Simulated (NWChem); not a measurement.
System: C2H6Cl2GaN; SMILES C[N](C)[Ga]([Cl])[Cl]

NWChem input:

```
start job
memory heap 200 mb stack 900 mb global 1100 mb
geometry units angstroms noautosym nocenter noautoz
  Ga     0.044962    -0.242591     0.000000
  Cl     0.086882    -1.320300    -1.845056
  Cl     0.086882    -1.320300     1.845056
  N     -0.024349     1.557405     0.000000
  C     -0.054368     2.331962    -1.216148
  C     -0.054368     2.331962     1.216148
  H      0.811187     3.019351    -1.281760
  H     -0.970432     2.950436    -1.281778
  H     -0.028880     1.675935    -2.098701
  H     -0.970432     2.950436     1.281778
  H      0.811187     3.019351     1.281760
  H     -0.028880     1.675935     2.098701
end
basis spherical
  Ga library cc-pvtz
  Cl library cc-pvtz
  N library cc-pvtz
  C library cc-pvtz
  H library cc-pvtz
end
dft
  xc xpbe96 cpbe96
  iterations 150
  semidirect filesize 400000000
end
property
  efieldgrad
end
task dft property
```

The geometry was optimised at PBE0/def2-SVP.

Vzz is the largest principal value of the second derivative of the potential at the nucleus (NWChem prints the opposite sign); η is the asymmetry. Non-relativistic.

Atoms are numbered as in the input.

Predict the main results of this run. (PBE/cc-pVTZ.) Quantities: Vzz Ga1 (a.u.); η Ga1; Vzz Cl3 (a.u.); η Cl3; Vzz N4 (a.u.); η N4.


```yaml
Vzz Ga1 (a.u.): 1.515
"η Ga1": 0.77
Vzz Cl3 (a.u.): 1.939
"η Cl3": 0.17
Vzz N4 (a.u.): -0.929
"η N4": 0.27
```
